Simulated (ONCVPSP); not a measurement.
Building the ONCV potential for hydrogen (PBE, scalar-relativistic).

hydrogen (H), optimised norm-conserving Vanderbilt (ONCV), made with ONCVPSP 4.0.1 (PBE, scalar-relativistic). Core none, reference 1s1. Waves: 1s: rc 1.05 bohr, ncon 4, nbas 8, qcut 7.6 1/bohr, 1 projector; p scattering state at 0.17 Ha: rc 1.00 bohr, ncon 4, nbas 8, qcut 7.2 1/bohr, 2 projectors, debl 0.5 Ha. Local part: polynomial inside 0.65 bohr (lpopt 3, dvloc0 1 Ha). Core correction: none.

All-electron outer shells of the reference configuration (PBE, scalar-relativistic, ld1.x):

```csv
shell,level (eV),outermost node (bohr),outermost maximum (bohr)
1s,-6.49,–,1.03
```

Calculated quality:

```json
{
  "Cutoffs needed": "17 Ha and 25 Ha (the cutoffs (Ha) at which the residual kinetic energy of the hardest occupied pseudo-wave falls to 1 and 0.1 mHa per electron)",
  "Ghost test": "no bound ghost flagged; no localised positive-energy state flagged"
}
```

Generation and tests took about 1.2 s on one core of a shared server CPU.
